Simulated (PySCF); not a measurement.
As²⁺ (arsenic, charge +2): UHF calculation

Configuration: [Ar] 3d10 4s2 4p1, 2P determinant. Calculation: PySCF 2.14, in ANO-RCC-VTZP (6s5p3d1f, 43 functions); the spin-free X2C one-electron Hamiltonian (Gaussian nucleus).

```json
{
  "Total energy": "-2258.011264 hartree",
  "One-electron energy": "-3120.7546 hartree",
  "Hartree (Coulomb) energy": "944.9408 hartree",
  "Exchange energy": "-82.1974 hartree",
  "⟨S²⟩": "0.7585",
  "⟨L²⟩": "2.026",
  "Sum of ⟨r⟩": "18.99 bohr",
  "Sum of ⟨r²⟩": "22.56 bohr²",
  "Traceless quadrupole moment −½Σ⟨3z² − r²⟩ along its main axis": "-2.23 e·bohr²",
  "Langevin diamagnetic susceptibility": "-17.9 ×10⁻⁶ cm³/mol"
}
```

| shell | electrons | mean orbital energy (eV) | spread (eV) | rms radius, mean of both spins (bohr) |
| --- | --- | --- | --- | --- |
| 1s α | 1 | -11965.8 | 0 | 0.0524 |
| 1s β | 1 | -11965.7 | 0 | 0.0524 |
| 2s α | 1 | -1593.9 | 0 | 0.219 |
| 2s β | 1 | -1593.9 | 0 | 0.219 |
| 2p α | 3 | -1395.7 | 0.065 | 0.196 |
| 2p β | 3 | -1395.6 | 0.193 | 0.196 |
| 3s α | 1 | -246.95 | 0 | 0.639 |
| 3s β | 1 | -246.76 | 0 | 0.639 |
| 3p α | 3 | -183.20 | 0.044 | 0.667 |
| 3p β | 3 | -182.94 | 0.660 | 0.667 |
| 3d α | 5 | -77.973 | 0.389 | 0.746 |
| 3d β | 5 | -77.839 | 0.660 | 0.746 |
| 4s α | 1 | -38.970 | 0 | 1.97 |
| 4s β | 1 | -36.221 | 0 | 1.97 |
| 4p α | 1 | -27.807 | 0 | 2.32 |

Densities and radii are taken from the X2C orbitals without a picture-change correction, which distorts them close to the nucleus.

Spin-orbit constants ζ (cm⁻¹) from the X2C one-electron operator on these orbitals: bare nucleus, nucleus screened by l(l+1)(2l+1)/3 electrons, and screened by the Breit-Pauli mean field of the electrons.

```tsv
shell	bare	screened nucleus	mean field
2p	203400	191100	185600
3p	27800	26120	25210
3d	3224	2247	2084
4p	1958	1839	1763
```

To first order the Landé constant is A = 1763 cm⁻¹, so the lowest level has J = 1/2 and lies 0.219 eV below the centre of the term.
